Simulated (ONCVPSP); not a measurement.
# chlorine (Cl): one change to an ONCV potential, before and after

Cl, optimised norm-conserving Vanderbilt (ONCV), made with ONCVPSP 4.0.1 (PBE, scalar-relativistic). Core [Ne], reference 3s2 3p5. Waves: 3s: rc 1.15 bohr, ncon 3, nbas 7, qcut 6.4 1/bohr, 2 projectors, debl 0.6 Ha; 3p: rc 1.55 bohr, ncon 4, nbas 7, qcut 5.1 1/bohr, 2 projectors, debl 3.4 Ha; d scattering state at 0.04 Ha: rc 1.20 bohr, ncon 4, nbas 7, qcut 8.9 1/bohr, 2 projectors, debl 1.3 Ha. Local part: polynomial inside 1.05 bohr (lpopt 5, dvloc0 6 Ha). Core correction: Teter function, fcfact 4.75, rcfact 1.7.

In the s channel the program set the typed energies aside and used -0.760, 0.250 Ha.

All-electron outer shells of the reference configuration (PBE, scalar-relativistic, ld1.x):

```
shell  level (eV)  outermost node (bohr)  outermost maximum (bohr)
   2s     -252.70                   0.12                      0.36
   2p     -191.63                      –                      0.30
   3s      -20.69                   0.55                      1.29
   3p       -8.59                   0.53                      1.43
```

Change: s: qcut 8.9.

Cutoffs: the cutoffs (Ha) at which the residual kinetic energy of the hardest occupied pseudo-wave falls to 1 and 0.1 mHa per electron; they do not see the model core or the augmentation charge, which bear on the density cutoff. Errors are all-electron minus pseudo energies relative to the spin-unpolarised reference configuration.

How do hardness, ghosts and transferability respond?

The potential gets neither clearly harder nor softer (16 Ha and 28 Ha → 16 Ha and 30 Ha); a bound ghost appears in s, which as a rule spoils a file; of the 4 tests that both files solve, the error grows in 2 and shrinks in 0 by more than 15 % and 0.3 meV (median size 5.7 → 7.3 meV).

| quantity | base | changed |
| --- | --- | --- |
| cutoff, loose | 16 Ha | 16 Ha |
| cutoff, tight | 28 Ha | 30 Ha |
| loose cutoff by channel | s 16 Ha, p 7.4 Ha | s 16 Ha, p 7.4 Ha |
| bound ghosts | none | s |
| GHOST(+) flags under 300 eV | none | none |
| error for 3s2 3p4, meV [ΔE 13.88 eV] | -0.1 | -0.1 |
| error for 3s2 3p3, meV [ΔE 39.32 eV] | 0.0 | -0.6 |
| error for 3s2 3p2, meV [ΔE 77.63 eV] | -11 | -14 |
| error for 3s2 3p1, meV [ΔE 129.87 eV] | -70 | -78 |
| s: phases at 1.17 bohr within 0.05 rad from the reference energy up to (Ha; the scan ends near 5) | to the end of the scan | to the end of the scan |
| p: phases at 1.57 bohr within 0.05 rad from the reference energy up to (Ha; the scan ends near 5) | to the end of the scan | to the end of the scan |
| d: phases at 1.22 bohr within 0.05 rad from the reference energy up to (Ha; the scan ends near 5) | to the end of the scan | to the end of the scan |
| rms error of d²Exc/dni dnj with the model core, mHa | 3.19 | 3.20 |

 A true bound ghost makes a file unfit for plane-wave use even where its test errors are small: the radial tests pick states by their node count and pass the ghost by.
